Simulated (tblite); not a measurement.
H₇P₃Si.
Z-matrix (Å and degrees, GFN2-xTB geometry), rows numbered from 1:
```
Si
P   1  2.2491
P   2  2.1652  1   96.51
P   3  2.1592  2   97.84  1   172.75
H   1  1.4648  2  106.63  3   -76.29
H   1  1.4647  2  112.84  3    44.49
H   1  1.4625  2  105.08  3   165.20
H   2  1.3897  1   95.24  3   -93.81
H   3  1.3953  2   93.63  1    77.64
H   4  1.3980  3   92.48  2    79.20
H   4  1.3961  3   93.01  2   171.39
```

All values are computed: GFN2-xTB (tblite) harmonic vibrations without scaling, gas phase. Errors from tens to a few hundred cm⁻¹ against measured bands are possible. Modes of hydrogen on phosphorus and silicon can be 10 to 20 % off. One conformer, not necessarily the lowest.

Harmonic wavenumbers (cm⁻¹): 37.7, 71.6, 92.3, 125.7, 149.8, 449.4, 470.2, 483.4, 508.1, 529.2, 627.1, 628.7, 692.9, 739.6, 744.6, 766.7, 773.2, 866.8, 877.6, 1104.2, 2221.5, 2238.6, 2243.8, 2257.9, 2266.9, 2284.3, 2293.7.

A = 7810, B = 1083, C = 983.6 MHz; mass 127.953 u (most abundant isotopes); point group C1, symmetry number 1.

Problem. What is the zero-point energy?

Solution. Half the sum of the wavenumbers: 13273 cm⁻¹ = 37.95 kcal/mol.

Problem. What is S at 400 K and 1 bar for an ideal gas of classical rigid rotors and harmonic oscillators?

Solution. Translation 41.94, rotation 28.92, vibration 32.35: S = 103.2 cal/(mol K).

Problem. And Cp and H(400 K) − H(0)?

Solution. Cp = 36.54 cal/(mol K), of which vibrations give 28.59 (their classical limit is 27 R = 53.7); H(400 K) − H(0) = 9.49 kcal/mol without the zero-point energy, 6.31 from vibrations.

Problem. Blend soft modes into free rotors: weight 1/[1 + (100 cm⁻¹/ν̃)⁴] for the oscillator and the rest for a rotor with moment μB/(μ + B), μ = h/(8π²ν), B = 10⁻⁴⁴ kg m². What vibrational entropy results?

Solution. 28.76 cal/(mol K) in place of 32.35, which changes −T·S at 400 K by +1.43 kcal/mol.

Problem. How do the functions run with temperature in this model?

Solution. 
| T (K) | S (cal/(mol K)) | Cp (cal/(mol K)) | H − H(0) (kcal/mol) | G − H(0) (kcal/mol) | ln q(vib) |
| --- | --- | --- | --- | --- | --- |
| 50 | 58.1 | 13.6 | 0.52 | -2.39 | 0.66 |
| 100 | 68.6 | 16.8 | 1.29 | -5.57 | 1.93 |
| 298.15 | 93.3 | 31.1 | 6.02 | -21.78 | 6.28 |
| 373.15 | 100.7 | 35.3 | 8.52 | -29.06 | 7.81 |
| 500 | 111.8 | 40.4 | 13.34 | -42.56 | 10.28 |
| 750 | 129.5 | 47.1 | 24.34 | -72.82 | 14.68 |
| 1000 | 143.7 | 51.4 | 36.70 | -107.04 | 18.54 |

q(vib) and H(0) count from the zero-point level.

Problem. What must be added to the electronic energy to get the Gibbs energy at 400 K and 1 bar?

Solution. ZPE + [H(400 K) − H(0)] − T·S = 37.95 + 9.49 − 41.28 = 6.16 kcal/mol.

Problem. Which modes carry the vibrational entropy at 400 K?

Solution. 37.7 cm⁻¹: 5.96; 71.6 cm⁻¹: 4.69; 92.3 cm⁻¹: 4.19; 125.7 cm⁻¹: 3.58; 149.8 cm⁻¹: 3.24; 449.4 cm⁻¹: 1.24 cal/(mol K); the other 21 give 9.46 together.

Hindered rotation and anharmonicity are outside this model. Other conformers, if any are populated, would add a mixing term that is left out. The structure is chiral; the term R ln 2 for an equal mix with its mirror image is left out.
